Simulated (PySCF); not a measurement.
## C4H4, SMILES `C=C1C=C1` (charge 0, multiplicity 1)

Level of theory: PBE-D3(BJ)/def2-TZVP // B3LYP-D3(BJ)/def2-TZVP (PySCF).

```yaml
HOMO: -4.99 eV
dipole_moment: 2.05 D
HOMO–LUMO gap: 3.33 eV
LUMO: -1.66 eV
total_energy: -154.5587 Ha
cost: roughly 30 core-seconds
```

```xyz
8

C      1.4696     0.0502     0.0537
C      0.1457     0.0050     0.0051
C     -1.1583     0.5858     0.1602
C     -1.1009    -0.6628    -0.2435
H      1.9838     0.9500     0.3609
H      2.0649    -0.8123    -0.2111
H     -1.7709     1.4324     0.4192
H     -1.6339    -1.5484    -0.5445
```
